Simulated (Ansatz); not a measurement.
Several settings on one geometry of TaSF3 (that of the charge 0 singlet, PBE0-D4/def2-SVP). Ansatz on 4 threads of Arm Neoverse V2 on a shared host; times are rough.

```xyz
5

Ta    0.000    0.001   -0.093
S     0.010   -0.017    2.055
F     1.777    0.010   -0.662
F    -0.897    1.544   -0.637
F    -0.890   -1.538   -0.663
```

Totals from different functionals, basis sets or treatments of relativity can't be compared as stabilities.

In the def2 sets Ta takes a core potential; there is no spin–orbit coupling.

Question: Give the basis size and estimate the energy, ⟨S²⟩, dipole and time of these runs.

```tsv
run	method	charge	state	further keys
1	RKS LDA (SPW92)/def2-TZVP	0	singlet	scf: {omitted_lower_state_checks: [starts]}; forces asked
2	RKS r2SCANh/def2-SVP	0	singlet	scf: {lower_state_search: off}; forces asked
3	RKS PBE0-D3(BJ)-ATM/def2-SVP	0	singlet	scf: {omitted_lower_state_checks: [starts]}; forces asked
```

Answer: 
```tsv
run	functions	energy (Eh)	⟨S²⟩	dipole (D)	wall time
1	170	-751.8173	–	1.44	1 s
2	92	-754.4937	–	1.72	1.8 s
3	92	-754.2168	–	1.64	1.3 s
```
